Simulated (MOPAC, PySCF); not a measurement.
Ligands exchanged one at a time, Sn OH-C2H5. Isolated molecules, 0 K electronic values unless said otherwise. One relaxed conformer stands for each flexible species; it need not be the lowest. Strings in code marks are SMILES.

Quantity: redistribution energy (mixed species minus the weighted end members), in kJ/mol. Semi-empirical values (MOPAC) are differences of heats of formation.

Level 1: B3LYP/LANL2DZ // B3LYP-D3(BJ)/def2-SVP (PySCF)
Level 2: PBE/6-31G* (LANL2DZ on Sn) // B3LYP-D3(BJ)/def2-SVP (PySCF)
Level 3: SVWN5/6-31G* (LANL2DZ on Sn) // B3LYP-D3(BJ)/def2-SVP (PySCF)
Level 4: AM1 // B3LYP-D3(BJ)/def2-SVP (MOPAC)

| species | level 2 | level 3 | level 4 |
|---|---|---|---|
| 2 of 4 OH replaced by C2H5: `C[CH2][Sn]([OH])([CH2]C)[OH]` | -20.43 | -20.82 | -5.57 |
| 1 of 4 OH replaced by C2H5: `[Sn]([OH])([OH])([CH2]C)[OH]` | -19.99 | -20.35 | -11.10 |

Problem. What does level 1 give for each?

Solution. 
- 2 of 4 OH replaced by C2H5: `C[CH2][Sn]([OH])([CH2]C)[OH]`: -31.09
- 1 of 4 OH replaced by C2H5: `[Sn]([OH])([OH])([CH2]C)[OH]`: -27.80
